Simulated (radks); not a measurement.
In30+, 19 electrons, occupied as [Ar] 3d1 (the NIST ground configuration). All-electron calculation, scalar-relativistic Kohn-Sham, LDA (Slater exchange, Perdew-Wang correlation), spin-polarised, spherical densities, finite nucleus; open shells are filled with parallel spins first (spin-orbit coupling, left out, can overturn this in heavy ions); Fermi nuclear charge, rms radius 4.6156 fm. Program: a radial shooting solver on a logarithmic mesh with Libxc functionals.

Unscreened Slater integrals over Kohn-Sham orbitals (hartree). They are taken over the spin-up orbitals.

integral,value
"F0(3d,3d)",3.2558
"F2(3d,3d)",1.6775
"F4(3d,3d)",1.0838
"F0(3d,3p)",3.0214
"F2(3d,3p)",1.4566
"G1(3d,3p)",1.5630
"G3(3d,3p)",1.0434
"F0(3d,3s)",2.9733
"G2(3d,3s)",1.1742
"F0(3d,2p)",4.1377
"F2(3d,2p)",1.2282
"G1(3d,2p)",1.1344
"G3(3d,2p)",0.65370
"F0(3p,3p)",2.8837
"F2(3p,3p)",1.4517
"F0(3p,3s)",2.8403
"G1(3p,3s)",1.8457
"F0(3p,2p)",3.8265
"F2(3p,2p)",0.95156
"G0(3p,2p)",0.37833
"G2(3p,2p)",0.41486
"F0(3s,3s)",2.8057
"F0(3s,2p)",3.6831
"G1(3s,2p)",0.37079
"F0(2p,2p)",8.1916
"F2(2p,2p)",3.8888

Derived for the open shells (J is the average intra-shell exchange parameter used in DFT+U). 3d: Racah B = F2/49 - 5 F4/441 = 0.02195 hartree, C = 35 F4/441 = 0.08601 hartree, C/B = 3.92, F4/F2 = 0.646, J = (F2 + F4)/14 = 0.1972 hartree.
